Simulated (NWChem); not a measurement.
BeSiH₄O; SMILES [OH][Be][SiH3]

```xyz
7

Be     0.6558     0.0441    -0.4567
O      1.7793     0.0694    -1.2787
H      2.5408     0.0873    -1.8431
Si    -1.0911     0.0039     0.8220
H     -1.9282    -1.2222     0.6033
H     -1.9911     1.1823     0.5917
H     -0.7299     0.0205     2.2784
```
Atoms are numbered in this order, from 1.

Program: NWChem. Geometry: optimised at PBE0/def2-SVP. LC-ωPBE (HJS hole) with def2-SVP; x = 1 − exp(−ω/0.25 bohr⁻¹) is a scale chosen for this fit.

```csv
row,x,−ε(HOMO) (eV)
ω = 0.15,0.451,8.79
ω = 0.20,0.551,9.32
ω = 0.40,0.798,10.60
ω = 0.60,0.909,withheld
ω = 0.80,0.959,11.35
```

Question: Fit a straight line of the last column on the one before it, predict the withheld value, and compare with the run.

Answer: 
1. Means of the 4 shown rows: x = 0.6897, y = 10.015. Slope Σ(x − x̄)(y − ȳ)/Σ(x − x̄)² = 0.8117/0.1605 = 5.058; intercept 6.526.
2. The shown rows scatter about the line by 0.025 (root mean square); the largest residual is +0.04, at ω = 0.40.
3. At x = 0.909 (ω = 0.60; inside the shown range) the line gives 11.12.
4. The run gives 11.13, +0.01 from the line, 0.4 times the scatter.
